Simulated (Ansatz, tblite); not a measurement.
Cost and result up the ladder for the cluster Sn₃F₅ (the lowest doublet isomer of a short search) (8 atoms). Total charge 0; doublet. Geometry: r2SCAN-D4/def2-SVP.

```
atom    x (Å)    y (Å)    z (Å)
 Sn1  -0.9627  -1.7166  -0.1911
 Sn2  -0.3617   1.3242   1.2473
 Sn3   0.9973   0.2321  -1.6916
  F4  -0.3383   1.8164  -0.8413
  F5   1.1660  -1.7597  -0.7620
  F6  -0.0675  -0.8427   1.5297
  F7  -1.9785   0.1856   0.4140
  F8   1.5454   0.7606   0.2951
```

Ansatz on 4 threads of Intel Xeon Platinum 8375C on a shared host; xTB runs through tblite on one thread. Times are rough, summed over both states, and most runs start from the orbitals of an earlier one. B2PLYP/def2-TZVP serves as the yardstick here, not as an exact answer. The other state is a singlet.

In the def2 sets Sn takes a core potential; there is no spin–orbit coupling. The xTB rows come from tblite. Correlated methods freeze 17 core orbitals; core or outer-core shells of Sn are correlated, in sets that lack core-valence functions. The structure comes from a short search, and lower isomers may exist.

Correlated methods converge slowly with the basis.

Raw xTB energies of ions are shifted by several eV, and xTB has no spin-polarisation term.

```tsv
level	functions	wall time	vertical IE (eV)	difference from B2PLYP/def2-TZVP (eV)
GFN1-xTB	47	0.014 s	10.69	3.80
GFN2-xTB	47	0.027 s	11.08	4.19
PBE-D4/def2-TZVP	305	9.2 s	6.91	0.02
PBE0-D4/def2-TZVP	305	25 s	7.09	0.21
B2PLYP/def2-TZVP (with forces)	305	84 s	6.89	0.00
```
